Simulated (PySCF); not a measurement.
Compound: C7H8S.
Cartesian coordinates in Å at the GFN2-xTB level; atoms count from 1:
```
atom  x, y, z in Å
C1    -3.409    0.487    0.007
C2    -2.109   -0.141    0.046
C3    -1.033   -0.667    0.113
C4     0.267   -1.298    0.111
S5     0.492   -2.268   -1.484
C6     1.325   -0.318    0.204
C7     2.193    0.509    0.227
C8     3.243    1.499    0.290
H9    -3.913    0.367    0.966
H10   -4.017    0.028   -0.773
H11   -3.302    1.550   -0.208
H12    0.349   -2.034    0.920
H13   -0.635   -2.966   -1.341
H14    2.821    2.475    0.525
H15    3.968    1.230    1.058
H16    3.751    1.556   -0.672
```

The calculation used PySCF 2.14.0, density-fitted response routines, TDDFT CAM-B3LYP/def2-SVPD, vertical, gas phase, core orbitals frozen in the response.

Ground-to-excited transition dipoles (e·a0, same axes as the geometry; the sign carries no meaning), for the states with f of 0.002 or more among the lowest 7:

| state | E (eV) | μx | μy | μz |
| --- | --- | --- | --- | --- |
| S1 | 5.059 | -0.158 | 0.085 | 0.028 |
| S2 | 5.931 | 0.290 | -0.383 | 0.087 |
| S3 | 6.009 | -0.208 | -0.107 | -0.015 |
| S4 | 6.144 | 0.167 | -0.482 | -0.239 |
| S5 | 6.458 | -0.285 | 0.230 | 0.204 |
| S6 | 6.530 | 0.181 | 0.394 | 0.182 |
| S7 | 6.611 | 0.153 | 0.107 | -0.099 |

Task: Work out the oscillator strengths.

Result: f = (2/3) ΔE |μ|² with ΔE in hartree (27.2114 eV).

| state | \|μ\|² (au) | \|μ\| (D) | f |
| --- | --- | --- | --- |
| S1 | 0.033 | 0.46 | 0.004 |
| S2 | 0.238 | 1.24 | 0.035 |
| S3 | 0.055 | 0.60 | 0.008 |
| S4 | 0.318 | 1.43 | 0.048 |
| S5 | 0.176 | 1.07 | 0.028 |
| S6 | 0.222 | 1.20 | 0.035 |
| S7 | 0.045 | 0.54 | 0.007 |

Task: Which bond between heavy atoms lies closest to the direction of the S4 transition dipole?

Result: C4–S5, at 33° from it; next C3–C4 at 50°.

Task: What angle do the transition dipoles of S2 and S4 make?

Result: |cos θ| = |μa·μb| / (|μa| |μb|) = 0.77, so θ ≈ 40° (taken between 0 and 90°, since the signs are arbitrary).

Task: What peak molar absorption coefficient would the strongest computed level give as a lone Gaussian band 0.5 eV wide at half height?

Result: ε(max) = 2.175×10⁸ f / FWHM, with the width in cm⁻¹. S4: 2.175×10⁸ × 0.0478 / 4033 ≈ 2600 L mol⁻¹ cm⁻¹.

One conformer stands for the species.
